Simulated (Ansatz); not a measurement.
Reactions of C2H9ClSi2, SMILES `C[SiH2]C[SiH2]Cl`.

Computed with Ansatz on PBE0-D4/def2-TZVP structures; ΔE is electronic, products minus reactants. CCSD(T)/CBS adds triple-zeta CCSD(T) − MP2 to the extrapolated MP2 energy (def2 sets, frozen cores). This one scheme is used for every species. For As outer-core shells are correlated without core-valence functions, which leaves a few kJ/mol of doubt a bond. Scalar relativity is left out up to krypton. Each species was taken in one conformer, which may not be the lowest.

Question: Order these by ΔE at CCSD(T)/CBS, lowest first. (Best estimate.)
A. `C[SiH2]C[SiH2]Cl` + CH₃NH₂ → `CNC[SiH2]Cl` + `C[SiH3]`
B. `C[SiH2]C[SiH2]Cl` + `[CH3][AlH][SH]` → `[CH3][AlH][S]C` + `[SiH3]C[SiH2]Cl`
C. `C[SiH2]C[SiH2]Cl` + `O[AsH2]` → `C[SiH2][AsH]O` + `C[SiH2]Cl`
D. `C[SiH2]C[SiH2]Cl` + `OCO` → `C[SiH2]OCO` + `C[SiH2]Cl`
E. `C[SiH2]C[SiH2]Cl` + `C=CS` → `C=CS[SiH2]C` + `C[SiH2]Cl`
F. `C[SiH2]C[SiH2]Cl` + `C=C(N)[SiH3]` → `C=C([SiH3])NC` + `[SiH3]C[SiH2]Cl`

Answer: D (-20.2 kcal/mol), E (-13.2 kcal/mol), C (-5.2 kcal/mol), B (+15.8 kcal/mol), F (+18.1 kcal/mol), A (+22.2 kcal/mol).

Largest T1 diagnostic: 0.012, for `C=C(N)[SiH3]`.
